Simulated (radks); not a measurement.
Fractional charge and spin in the 6s shell of hafnium: the spin-up occupation runs from 0 to 1 and the spin-down occupation from 0 to 1; the fullest corner is Hf, [Xe] 4f14 5d(up 1, down 1) 6s(up 1, down 1). Calculated with a radial shooting solver on a logarithmic mesh with Libxc functionals: scalar-relativistic Kohn-Sham, r2SCAN, spin-polarised, spherical densities, finite nucleus; meta-GGA in the generalised Kohn-Sham scheme; Fermi nuclear charge, rms radius of each element as measured or else 0.836 A^(1/3) + 0.57 fm. Energy (eV) above the fullest corner. The planes named below are the two flat planes that join the four corners, with an edge along up + down = one added electron.

down \ up,0,0.5,1
0,21.809,14.046,7.607
0.5,14.046,8.013,3.216
1,7.607,3.216,0.000

Corners above the fullest one (they belong to Hf+ and the next ion): (up 1, down 0) 7.607 eV, (up 0, down 1) 7.607 eV, (up 0, down 0) 21.809 eV. With half an added electron in each spin the energy lies 0.406 eV from the planes, and with half an added electron in spin up alone -0.663 eV. The planes are only a guide here: the flat-plane condition holds for ground states with one frontier orbital, while this shell lies below other occupied shells, so the corners above the fullest one are inner-hole states and not the ground states of those ions.
